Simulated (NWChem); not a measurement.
System: BH2Cl; SMILES BCl

Program: NWChem. Medium grid unless said otherwise, to which SCAN and Minnesota functionals are sensitive. The geometry was optimised at PBE0-D3(BJ)/def2-TZVP. B3LYP is NWChem's, with the RPA form of VWN correlation.

For level B3LYP/def2-SVP:

```
Item                         Result
---------------------------  ------
highest occupied level (eV)   -8.23
orbital gap (eV)               6.41
dipole (D)                     0.31
```

Question: Estimate the same quantities for level r2SCAN0/def2-SVP.

Answer: 
- highest occupied level (eV): -8.75
- orbital gap (eV): 7.33
- dipole (D): 0.52
